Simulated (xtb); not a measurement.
xtb input:

```bash
xtb mol.xyz --gfn 1 --sp --chrg 0 --uhf 0
```
mol.xyz:
```
8

C     -2.40558429     0.03870826    -0.03215864
Ge    -0.46040582     0.00740839    -0.00615486
Br     0.34543975    -1.75378703    -1.27662644
Br     0.32385065    -0.24105712     2.15913984
Br     0.40002239     1.97763783    -0.86821848
H     -2.74791903     0.87602259     0.57288003
H     -2.73764695     0.15626685    -1.06185495
H     -2.77388941    -0.89938652     0.37855983
```

Q: What final total energy does it print?

A: -17.19943 Eh (GFN1-xTB).
